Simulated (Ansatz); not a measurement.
Relaxation of AlF$_{2}$H$_{3}$OSi (8 atoms, charge 0, multiplicity 1), to a largest force component of 0.02 eV/Å in at most 40 steps.

Method: RKS r2SCAN/STO-3G (Ansatz 0.2.0).

```xyz
8
Properties=species:S:1:pos:R:3
Al 0.000 0.000 0.000
F 0.000 0.000 1.690
F 1.464 0.000 -0.845
O -1.542 0.000 -0.890
Si -2.691 -1.224 -0.827
H -2.288 -2.220 0.162
H -3.983 -0.659 -0.450
H -2.801 -1.857 -2.138
```

Problem. Where does it end, and by what steps?

Solution. The forces met the threshold. The force dipped under the threshold on the way, but the program's further checks kept it going. Limits of this set-up: minimal basis. After 15 steps the energy has fallen by 0.458 eV; O4 moved furthest, 0.90 Å.

| step | energy less start (eV) | largest force component (eV/Å) | accepted |
| --- | --- | --- | --- |
| 0 | 0.0000 | 2.188 | yes |
| 1 | -0.1274 | 1.793 | yes |
| 2 | -0.2157 | 1.699 | yes |
| 3 | -0.3694 | 0.354 | yes |
| 4 | -0.3866 | 0.418 | yes |
| 5 | -0.4101 | 0.411 | yes |
| 6 | -0.4402 | 0.118 | yes |
| 7 | -0.4474 | 0.090 | yes |
| 8 | -0.4421 | 0.312 | no |
| 9 | -0.4522 | 0.035 | yes |
| 10 | -0.4545 | 0.105 | yes |
| 11 | -0.4549 | 0.172 | yes |
| 12 | -0.4576 | 0.011 | yes |
| 13 | -0.4579 | 0.032 | yes |
| 14 | -0.4580 | 0.038 | yes |
| 15 | -0.4580 | 0.012 | yes |

```xyz
8
Properties=species:S:1:pos:R:3
Al -0.054 -0.029 -0.109
F -0.477 -0.063 1.467
F 1.372 0.602 -0.574
O -1.077 -0.649 -1.303
Si -2.555 -1.300 -0.793
H -2.394 -2.431 0.109
H -3.400 -0.325 -0.120
H -3.256 -1.764 -1.973
```

Whether the end is a true minimum wasn't checked by a vibrational analysis.

The run took 51 s on 1 thread of Arm Neoverse V2, on a shared host, peak memory 0.16 GiB.
